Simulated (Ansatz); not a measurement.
# A ladder of methods for SbH3 (stibine)

SbH3: 4 atoms, total charge 0, spin state singlet. As SMILES, `[SbH3]`. Geometry: optimised at wB97X-V/def2-SVP.

```xyz
4

Sb    0.4519   -0.3069   -0.4600
H     0.8492    0.0711    1.1562
H    -1.0410   -0.9895    0.0068
H    -0.2600    1.2252   -0.7030
```

Each level gives the dissociation energy of the H4–Sb1 bond into doublet H and doublet SbH2 (shapes relaxed at wB97X-V/def2-SVP, no zero-point term) (eV). The values are calculated.

```
                                level                    kind  program  value (eV)
       HF/def2-TZVPP (core potential)            Hartree–Fock   Ansatz        2.09
    SVWN5/def2-TZVPP (core potential)                     LDA   Ansatz        3.43
      PBE/def2-TZVPP (core potential)                     GGA   Ansatz        2.97
   r2SCAN/def2-TZVPP (core potential)                meta-GGA   Ansatz        2.97
    B3LYP/def2-TZVPP (core potential)           global hybrid   Ansatz        3.03
CAM-B3LYP/def2-TZVPP (core potential)  range-separated hybrid   Ansatz        3.04
   B2PLYP/def2-TZVPP (core potential)           double hybrid   Ansatz        3.00
  RPA@PBE/def2-TZVPP (core potential)                     RPA   Ansatz        3.03
```

Spin-orbit coupling, which can split open shells on such heavy atoms by tenths of an eV, is left out. The values span 2.09 to 3.43 eV. Hartree–Fock misses the correlation of the electron pair that is broken and comes out low. Measured bond enthalpies also hold zero-point and thermal terms, a few tenths of an eV less.
